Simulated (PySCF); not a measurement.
BrZn, doublet, at a GFN2-xTB geometry (such geometries of metal compounds can be far from the true shape) (the spin is typed, not shown lowest); PySCF with CAMB3LYP/def2-SVP.

The PySCF input:
```python
from pyscf import gto, scf, dft

mol = gto.M(
    atom='''
Zn   -0.00000000   -0.00000000   -1.31529867
Br    0.00000000    0.00000000    1.12739886
''',
    basis='def2-svp',
    spin=1,
    verbose=4,
)

mf = dft.UKS(mol)
mf.xc = 'camb3lyp'
mf.kernel()
mf.analyze()
```

It wrote (shortened):

```
PySCF version 2.14.0

[INPUT] verbose = 4
[INPUT] num. atoms = 2
[INPUT] num. electrons = 65
[INPUT] charge = 0
[INPUT] spin (= nelec alpha-beta = 2S) = 1
[INPUT] symmetry False subgroup None
[INPUT] Mole.unit = angstrom
[INPUT] Symbol           X                Y                Z      unit          X                Y                Z       unit  Magmom
[...]
nuclear repulsion = 227.468225042992
number of shells = 23
number of NR pGTOs = 147
number of NR cGTOs = 63
basis = def2-svp
ecp = {}

******** <class 'pyscf.dft.uks.UKS'> ********
method = UKS
initial guess = minao
damping factor = 0
level_shift factor = 0
DIIS = <class 'pyscf.scf.diis.CDIIS'>
diis_start_cycle = 1
diis_space = 8
diis_damp = 0
SCF conv_tol = 1e-09
SCF conv_tol_grad = None
SCF max_cycles = 50
direct_scf = True
direct_scf_tol = 1e-13
number electrons alpha = 33  beta = 32
XC library pyscf.dft.libxc version 7.1.2
    S. Lehtola, C. Steigemann, M. J. T. Oliveira, and M. A. L. Marques,  SoftwareX 7, 1–5 (2018)
XC functionals = camb3lyp
    T. Yanai, D. P. Tew, and N. C. Handy,  Chem. Phys. Lett. 393, 51 (2004)
radial grids:
    Treutler-Ahlrichs [JCP 102, 346 (1995); DOI:10.1063/1.469408] (M4) radial grids

becke partition: Becke, JCP 88, 2547 (1988); DOI:10.1063/1.454033
pruning grids: <function nwchem_prune>
grids dens level: 3
symmetrized grids: False
atomic radii adjust function: <function treutler_atomic_radii_adjust>
small_rho_cutoff = 0
Set gradient conv threshold to 3.16228e-05
tot grids = 41064
init E= -4351.76527740797

cycle= 1 E= -4353.19232840526  delta_E= -1.43  |g|= 0.228  |ddm|= 1.11
cycle= 2 E= -4353.20044364968  delta_E= -0.00812  |g|= 0.265  |ddm|= 0.693
cycle= 3 E= -4353.22771657784  delta_E= -0.0273  |g|= 0.029  |ddm|= 0.267
cycle= 4 E= -4353.22822690378  delta_E= -0.00051  |g|= 0.00901  |ddm|= 0.0456
cycle= 5 E= -4353.22835861931  delta_E= -0.000132  |g|= 0.00596  |ddm|= 0.0288
cycle= 6 E= -4353.22839075338  delta_E= -3.21e-05  |g|= 0.00144  |ddm|= 0.0146
cycle= 7 E= -4353.22839586344  delta_E= -5.11e-06  |g|= 0.000468  |ddm|= 0.0064
cycle= 8 E= -4353.22839658109  delta_E= -7.18e-07  |g|= 0.000192  |ddm|= 0.00239
cycle= 9 E= -4353.2283966853  delta_E= -1.04e-07  |g|= 3.27e-05  |ddm|= 0.00113
cycle= 10 E= -4353.22839668875  delta_E= -3.45e-09  |g|= 5.79e-06  |ddm|= 0.000217
cycle= 11 E= -4353.22839668881  delta_E= -6.73e-11  |g|= 1.83e-06  |ddm|= 2.09e-05
Extra cycle  E= -4353.22839668881  delta_E= 3.64e-12  |g|= 1.43e-06  |ddm|= 3.67e-06
converged SCF energy = -4353.22839668881  <S^2> = 0.7543985  2S+1 = 2.0043937
**** SCF Summaries ****
Total Energy =                       -4353.228396688810790
Nuclear Repulsion Energy =             227.468225042991747
One-electron Energy =                -6519.224132364949583
Two-electron Energy =                 1938.527510633147813
Two-electron Coulomb Energy =         2101.259686981810319
DFT Exchange-Correlation Energy =     -162.732176348662421
**** MO energy ****
                             alpha | beta                alpha | beta
[...]
To work with the spin densities directly, `use mulliken_meta_spin()` only printing them here.

 ** Mulliken spin pop alpha/beta on meta-lowdin orthogonal AOs **
 ** Mulliken Spin Density (per AO)  **
spin_pop of  0 Zn 1s        0.00000
spin_pop of  0 Zn 2s        0.00001
spin_pop of  0 Zn 3s        0.00004
spin_pop of  0 Zn 4s        0.64271
spin_pop of  0 Zn 5s        0.00091
spin_pop of  0 Zn 2px      -0.00000
spin_pop of  0 Zn 2py      -0.00000
spin_pop of  0 Zn 2pz       0.00000
spin_pop of  0 Zn 3px      -0.00001
spin_pop of  0 Zn 3py      -0.00001
spin_pop of  0 Zn 3pz       0.00000
spin_pop of  0 Zn 4px       0.00120
spin_pop of  0 Zn 4py       0.00120
spin_pop of  0 Zn 4pz       0.04955
spin_pop of  0 Zn 3dxy     -0.00001
spin_pop of  0 Zn 3dyz     -0.00019
spin_pop of  0 Zn 3dz^2     0.00547
spin_pop of  0 Zn 3dxz     -0.00019
spin_pop of  0 Zn 3dx2-y2   -0.00001
spin_pop of  0 Zn 4dxy      0.00001
spin_pop of  0 Zn 4dyz      0.00000
spin_pop of  0 Zn 4dz^2     0.00017
spin_pop of  0 Zn 4dxz      0.00000
spin_pop of  0 Zn 4dx2-y2    0.00001
spin_pop of  0 Zn 4f-3      0.00000
spin_pop of  0 Zn 4f-2      0.00000
spin_pop of  0 Zn 4f-1      0.00000
spin_pop of  0 Zn 4f+0      0.00000
spin_pop of  0 Zn 4f+1      0.00000
spin_pop of  0 Zn 4f+2      0.00000
spin_pop of  0 Zn 4f+3      0.00000
spin_pop of  1 Br 1s        0.00000
spin_pop of  1 Br 2s        0.00000
spin_pop of  1 Br 3s       -0.00002
spin_pop of  1 Br 4s        0.00923
spin_pop of  1 Br 5s        0.00670
spin_pop of  1 Br 2px       0.00000
spin_pop of  1 Br 2py       0.00000
spin_pop of  1 Br 2pz       0.00000
spin_pop of  1 Br 3px      -0.00000
spin_pop of  1 Br 3py      -0.00000
spin_pop of  1 Br 3pz       0.00006
spin_pop of  1 Br 4px      -0.00101
spin_pop of  1 Br 4py      -0.00101
spin_pop of  1 Br 4pz       0.28084
spin_pop of  1 Br 5px      -0.00008
spin_pop of  1 Br 5py      -0.00008
spin_pop of  1 Br 5pz       0.00420
spin_pop of  1 Br 3dxy     -0.00000
spin_pop of  1 Br 3dyz     -0.00001
spin_pop of  1 Br 3dz^2    -0.00001
spin_pop of  1 Br 3dxz     -0.00001
spin_pop of  1 Br 3dx2-y2   -0.00000
spin_pop of  1 Br 4dxy      0.00000
spin_pop of  1 Br 4dyz      0.00009
spin_pop of  1 Br 4dz^2     0.00000
spin_pop of  1 Br 4dxz      0.00009
spin_pop of  1 Br 4dx2-y2    0.00000
spin_pop of  1 Br 5dxy      0.00000
spin_pop of  1 Br 5dyz     -0.00000
spin_pop of  1 Br 5dz^2     0.00014
spin_pop of  1 Br 5dxz     -0.00000
spin_pop of  1 Br 5dx2-y2    0.00000
 ** Mulliken Spin Density (per atom)  **
spin density of  0 Zn =      0.70087
spin density of  1 Br =      0.29913
 ** Mulliken pop alpha/beta on meta-lowdin orthogonal AOs **
 ** Mulliken pop       alpha | beta **
In total            33.00000 | 32.00000
 ** Mulliken atomic charges   ( Nelec_alpha | Nelec_beta ) **
charge of  0Zn =      0.61156  (    15.04465     14.34379 )
charge of  1Br =     -0.61156  (    17.95535     17.65621 )
Dipole moment(X, Y, Z, Debye):  0.00000, -0.00000, -3.74124
```
